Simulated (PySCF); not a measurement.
# One molecule, several mistakes: BCH6Si2 cation

Calculated results; nothing here was measured. The program is PySCF 2.14.0, an open-source quantum chemistry code, run on an isolated molecule that a program drew, which may never have been made. The molecule is BCH6Si2 cation (charge +1, singlet), drawn as the SMILES string `BC(=[SiH2])[SiH2+]`.

Each row is a Hartree-Fock (HF) and frozen-core CCSD(T) single point in the cc-pV(D+d)Z basis, meant for a local HF minimum. Run 1 is clean. Each other run has one planted mistake out of seven kinds, and not every kind appears here: one electron removed, one electron added, multiplicity raised by two, geometry at a saddle point, minimal basis STO-3G, one bond length entered in bohr, all coordinates scaled. The reference is restricted for singlets and unrestricted otherwise, and also for a bond in bohr. Adding or removing an electron swaps singlet and doublet. Electrons count all cores. HOMO and LUMO are orbital energies over both spins, the gradient is its largest component, and the lowest frequency (negative if imaginary) is given only where the gradient is small. Bond lengths are over the 9 bonds as drawn. T1 is the CCSD diagnostic: over 0.02 (restricted) or 0.045 (unrestricted) a single reference is doubtful.

Geometry of the clean run:
```xyz
10
BCH6Si2 cation, angstrom
B    -2.5114    0.4295    0.4950
C    -0.9908    0.3807    0.1011
Si    0.1125   -0.4798    1.1494
Si   -0.4854    1.1882   -1.3649
H    -3.2907    1.0095   -0.2018
H    -2.8881   -0.1136    1.4912
H    -0.3490   -1.1446    2.3673
H     1.5479   -0.5804    0.8664
H    -1.4392    1.8967   -2.2172
H     0.9102    1.1982   -1.8152
```

```
run  electrons  basis functions  <S^2>  HOMO (eV)  LUMO (eV)  gradient (hartree/bohr)  lowest frequency (cm^-1)  mean bond (Å)  longest bond (Å)      T1  HF (hartree)  CCSD(T) (hartree)                          mistake
  1         44              104  0.000     -15.30      -4.76                  2.5e-05                       189         1.4796             1.748  0.0125    -643.61646         -644.06954                         no fault
  2         44               34  0.000     -13.07      -1.70                  2.0e-02                         -         1.4796             1.748  0.0135    -636.23184         -636.46407             minimal basis STO-3G
  3         44              104  1.002     -12.13      -6.33                  2.6e-02                         -         1.6525             3.304  0.0633    -643.44859         -643.89400  one bond length entered in bohr
  4         44              104  0.000     -14.08      -4.87                  4.3e-02                         -         1.6261             1.921  0.0161    -643.53976         -644.01243           all coordinates scaled
  5         45              104  0.963      -6.40       0.97                  1.7e-02                         -         1.4796             1.748  0.0286    -643.82062         -644.29500               one electron added
  6         43              104  0.755     -22.16     -12.69                  6.5e-02                         -         1.4796             1.748  0.0109    -643.10994         -643.51150                                ?
```

**Which mistake was planted in run 6, and what did it cost?**

It counts 43 electrons, one fewer than the clean run, at the same geometry and basis. So the mistake is: one electron removed. Subtracting run 1 and multiplying by 627.51 kcal/mol a hartree, the energy moved by 317.8 kcal/mol in HF and 350.2 kcal/mol in CCSD(T).

Cautions from the logs. Run 3: T1 is over the limit, so its CCSD(T) energy is less reliable.
